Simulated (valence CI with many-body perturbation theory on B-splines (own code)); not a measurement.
## Hyperfine factors and g values of As28+

Calculated by configuration interaction combined with many-body perturbation theory (CI+MBPT): three valence electrons over a frozen Dirac-Fock core [He], radial functions for each j: 11 s, 11 p, 9 d, 7 f, 5 g, 2 h, 1 i, with the one-electron correlation potential Σ1 (screened to all orders), the two-electron term Σ2, the three-electron term Σ3, Breit, model QED; selected single and double excitations, second order for the rest (own B-spline code, finite nucleus).

No measured spectrum was set against this ion. As an estimate, large intervals hold to a few tenths of a per cent, small ones and those within an open d or f shell to about a per cent.

A/g_I is the dipole constant over the nuclear g factor μ/I (μ in nuclear magnetons, uniformly magnetised nucleus), B/Q the quadrupole constant per barn. Both hold the static response of the core; the bare values leave it out. Large factors of s and p1/2 electrons are usually good to 5 to 10 %; those of open d and f shells near neutrality can be off by tens of per cent, and small factors of p3/2, d and f electrons come from cancelling terms and can be off by a factor of two or in sign, in half-filled shells by more. B is blank for J = 1/2, where it vanishes, and for nearly pure S terms. Energies count from the lowest level.

Levels are named by their leading jj configuration (3d3/2^4 stands for four electrons in 3d with j = 3/2), which in mixed levels can hold well under half, so a name can repeat and another be missing. Letters in brackets count levels of one name in rising energy.

```csv
Level,E (× 10³ cm⁻¹),g,A/g_I (MHz),A/g_I bare,B/Q (MHz/b),B/Q bare
(2s^2 2p1/2) J=1/2,0.00,0.657,354000,350000,,
(2s^2 2p3/2) J=3/2,336.87,1.327,63900,66700,118000,118000
(2s 2p1/2^2) J=1/2,603.42,2.546,809000,799000,,
(2s 2p1/2 2p3/2) J=3/2 [a],801.52,1.711,283000,282000,94900,95200
(2s 2p1/2 2p3/2) J=5/2,915.61,1.507,308000,307000,-47300,-47400
(2s 2p1/2 2p3/2) J=3/2 [b],1175.6,0.871,-23000,-18700,130000,131000
(2s 2p1/2 2p3/2) J=1/2,1266.1,1.099,37100,38200,,
(2s 2p3/2^2) J=5/2,1310.0,1.280,295000,291000,165000,166000
(2s 2p3/2^2) J=1/2,1626.4,1.672,1000000,977000,,
(2s 2p3/2^2) J=3/2,1638.1,1.266,-108000,-99400,-84000,-84200
(2p1/2^2 2p3/2) J=3/2,1911.0,1.663,27700,37400,57100,57300
(2p1/2 2p3/2^2) J=3/2,2169.2,1.197,24800,28100,70300,70500
(2p1/2 2p3/2^2) J=5/2,2249.6,1.193,118000,120000,-818,-821
(2p1/2 2p3/2^2) J=1/2,2433.4,0.657,355000,349000,,
(2p3/2^3) J=3/2,2669.8,1.256,63200,67100,-126000,-126000
(2s^2 3s) J=1/2,13936,1.999,321000,316000,,
(2s^2 3p1/2) J=1/2,14178,0.667,95700,94700,,
(2s^2 3p3/2) J=3/2,14272,1.335,43000,43400,35500,35600
(2s 2p1/2 3s) J=1/2 [a],14414,2.536,665000,653000,,
(2s 2p1/2 3s) J=3/2,14479,1.657,515000,507000,-63000,-63200
(2s^2 3d3/2) J=3/2,14488,0.797,14500,14400,6730,6840
(2s^2 3d5/2) J=5/2,14517,1.198,5530,5520,9160,9310
(2s 2p1/2 3s) J=1/2 [b],14562,0.733,392000,387000,,
(2s 2p1/2 3p1/2) J=1/2 [a],14623,0.207,-78100,-75400,,
(2s 2p1/2 3p1/2) J=3/2,14682,1.212,433000,427000,-47200,-47300
(2s 2p3/2 3s) J=5/2,14741,1.594,325000,322000,120000,121000
(2s 2p1/2 3p3/2) J=3/2 [a],14764,1.460,98500,97900,19900,19900
(2s 2p1/2 3p1/2) J=1/2 [b],14787,2.040,935000,920000,,
(2s 2p1/2 3p3/2) J=1/2,14808,1.238,-366000,-359000,,
(2s 2p1/2 3p3/2) J=5/2,14812,1.379,260000,257000,-8900,-8950
(2s 2p3/2 3s) J=3/2 [a],14835,1.372,346000,343000,95400,95700
(2s 2p1/2 3p3/2) J=3/2 [b],14850,1.234,148000,146000,40300,40400
(2s 2p1/2 3d3/2) J=3/2 [a],14912,0.499,-106000,-104000,15800,15900
(2s 2p1/2 3d3/2) J=5/2,14956,1.088,128000,126000,-10500,-10500
(2s 2p1/2 3d5/2) J=5/2 [a],15007,1.378,183000,179000,75.4,159
(2s 2p3/2 3p1/2) J=3/2 [a],15013,1.564,373000,369000,80600,80900
(2s 2p1/2 3d5/2) J=7/2,15026,1.272,183000,180000,-38900,-38900
(2s 2p1/2 3d3/2) J=3/2 [b],15029,1.307,82000,80300,21600,21700
(2s 2p1/2 3d3/2) J=1/2,15034,0.293,-408000,-402000,,
(2s 2p3/2 3p1/2) J=5/2,15034,1.407,281000,279000,80900,81200
```

Question: Take the isotope of mass number 75, with I = 3/2, μ = 1.4383 μN and Q = 0.311 b. What is the hyperfine structure of (2s^2 2p1/2) J=1/2?

Answer: From the table A = 339000 MHz. Shifts from the centre of gravity in MHz: F = 1: -424000, F = 2: 254000.
